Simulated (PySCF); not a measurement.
A PySCF script (with the pyscf-properties extension) for the NMR shieldings of `InChI=1S/C6H6OS/c1-2-5-3-6(7)8-4-5/h2-4,7H,1H2/p-1`, on a GFN2-xTB geometry:

```python
import basis_set_exchange as bse
import numpy as np
from pyscf import gto, dft
from pyscf.prop import nmr

atoms = """
C     2.106272   -0.847453    0.362544
C     1.420097    0.169766   -0.157662
C    -0.013730    0.323198   -0.175673
C    -0.595857    1.422998   -0.747453
S    -2.320885    1.397858   -0.656335
C    -2.284972   -0.256290    0.242153
O    -3.338589   -0.787258    0.579072
C    -0.957345   -0.588992    0.362806
H     1.615990   -1.679898    0.837112
H     3.185214   -0.883500    0.331878
H     1.968346    0.984535   -0.624798
H    -0.107332    2.254940   -1.221917
H    -0.681597   -1.509417    0.850545
"""
names = dict.fromkeys(["C", "S", "O", "H"], "pcSseg-1")
basis = {el: gto.basis.parse(bse.get_basis(n, elements=[el], fmt="nwchem")) for el, n in names.items()}
mol = gto.M(atom=atoms, basis=basis, charge=-1, verbose=0)
mf = dft.RKS(mol, xc="PBE0")
mf.grids.level = 2
mf.grids.alignment = dft.numint.BLKSIZE   # the property module wants whole blocks of grid points
mf.conv_tol = 1e-9
mf.kernel()

calc = nmr.RKS(mf)   # GIAO
C = mf.mo_coeff
Co = C[:, mf.mo_occ > 0]
resp = mf.gen_response(singlet=True, hermi=2)
def vind(x):   # induced exchange potential for any number of trial vectors
    d = np.einsum("pi,xij,qj->xpq", C, 2 * x.reshape(-1, C.shape[1], Co.shape[1]), Co, optimize=True)
    return np.einsum("xpq,pi,qj->xij", resp(d - d.transpose(0, 2, 1)), C, Co, optimize=True).ravel()
mo1, _ = nmr.rhf.solve_mo1(calc, with_cphf=vind)
sigma = calc.kernel(mo1)
for i, s in enumerate(sigma):   # ppm
    w = np.linalg.eigvalsh((s + s.T) / 2)
    print("%2d %-2s iso %8.1f  s11 %8.1f  s22 %8.1f  s33 %8.1f" % (i, mol.atom_pure_symbol(i), w.mean(), *w))
```

Q: What are the results?

A: 
```
 0 C  iso     85.9  s11    -11.1  s22    104.1  s33    164.6
 1 C  iso     42.9  s11    -73.1  s22     56.5  s33    145.4
 2 C  iso     45.9  s11    -31.1  s22     21.7  s33    146.9
 3 C  iso     76.9  s11     -0.0  s22     99.1  s33    131.4
 4 S  iso    310.7  s11     75.8  s22    402.2  s33    454.0
 5 C  iso      1.2  s11    -64.4  s22     19.0  s33     48.9
 6 O  iso      0.6  s11   -217.5  s22    -17.3  s33    236.7
 7 C  iso    110.5  s11     65.4  s22    118.4  s33    147.8
 8 H  iso     27.0  s11     24.0  s22     25.5  s33     31.5
 9 H  iso     27.5  s11     25.7  s22     25.9  s33     30.7
10 H  iso     25.7  s11     23.6  s22     23.9  s33     29.5
11 H  iso     26.7  s11     24.0  s22     27.3  s33     28.8
12 H  iso     27.1  s11     23.6  s22     28.2  s33     29.6
```

These numbers come from an equivalent density-fitted implementation of the same equations, which agrees with the script to about 0.01 ppm for H and up to a few tenths of a ppm for heavy atoms, so last digits may differ.

Q: Turn these shieldings into chemical shifts. Referencing at the same level of theory: 13C (σref 186.93) and 1H (σref 31.72) vs TMS; 33S (σref 503.73) vs CS2; 17O (σref 336.08) vs H2O.

A: Averaging equivalent atoms: C 5: 185.7; C 1: 144.0; C 2: 141.1; C 3: 110.1; C 0: 101.1; C 7: 76.4; S 4: 193; O 6: 335.5; H 10: 6.06; H 11: 5.02; H 8: 4.72; H 12: 4.59; H 9: 4.26 ppm. Unscaled 17O shifts of doubly bonded oxygen tend to come out too high, by tens of ppm or more. Experimental scales use liquid or dissolved standards, which lie at an offset from isolated H2O (liquid H2O: subtract about 36 ppm).

Size and cost of the density-fitted run: 168 basis functions, 37 s wall time on 1 thread of an Arm Neoverse N1, shared host; peak memory 0.75 GiB.
